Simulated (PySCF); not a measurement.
A GIAO shielding run with PySCF (density fitting, non-relativistic, gas phase) on `O[SiH2][SiH2]SCCS`, C$_{2}$H$_{10}$OS$_{2}$Si$_{2}$:

```
$ OMP_NUM_THREADS=1 python probes_run.py task.json out

{"job": {"kind": "nmr", "xc": "PBE0", "basis": "pcSseg-1"}, "charge": 0, "multiplicity": 1}
O     -3.858217     0.116817    -0.599873
Si    -2.594669    -0.073590     0.405438
Si    -1.110080    -1.005716    -1.084824
S      0.838115    -1.275722    -0.187955
C      1.271108     0.472073     0.164439
C      2.762040     0.620259     0.389276
S      3.717235     0.376447    -1.145744
H     -4.687902     0.492019    -0.318039
H     -2.211926     1.229153     0.975369
H     -2.981086    -0.904018     1.553036
H     -1.368458    -2.376320    -1.517334
H     -0.822830    -0.207546    -2.283764
H      0.727586     0.772911     1.061520
H      0.952313     1.082133    -0.681040
H      3.117334    -0.095583     1.130558
H      2.997641     1.632895     0.718228
H      3.244799    -0.844184    -1.380858
```

Hardware: 1 thread of an Arm Neoverse N1, shared host. The job also computes population analyses, field gradients.

**Question.** How large is the calculation?

**Answer.** 90 electrons, 197 basis functions and 1119 auxiliary functions.

**Question.** How long does it take, and how much memory does it need?

**Answer.** 63 s of wall time, with 13 SCF cycles and 5 response iterations; peak memory 0.88 GiB. Times on a shared host scatter by some tens of per cent.
